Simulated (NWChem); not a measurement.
# Correlation energy of fluoroethane (C₂H₅F)

SMILES: CCF
```xyz
8

C     -1.1771     0.2668     0.0000
C      0.3188     0.4478     0.0000
F      0.9482    -0.7739     0.0000
H     -1.6835     1.2440     0.0000
H     -1.5017    -0.2907    -0.8912
H     -1.5017    -0.2907     0.8912
H      0.6514     1.0072     0.8922
H      0.6514     1.0072    -0.8922
```
Charge 0, spin multiplicity 1.

Everything below was run with NWChem. The geometry was optimised at PBE0/def2-SVP, a minimum by its harmonic frequencies.

Basis set: def2-SVP. Each correlation energy counts from its own Hartree-Fock reference.

The correlated methods keep 3 core orbitals frozen. Coupled-cluster values serve here as a point of comparison, not as the truth.

Task: One of these methods gave a correlation energy of -519.3 mHa. Which?
(A) CR-CCSD[T]
(B) SCS-MP2
(C) CCSD(T)
(D) CCSD

Result: C, CCSD(T). The others give -471.4 (SCS-MP2), -517.6 (CR-CCSD[T]), -508.4 (CCSD).
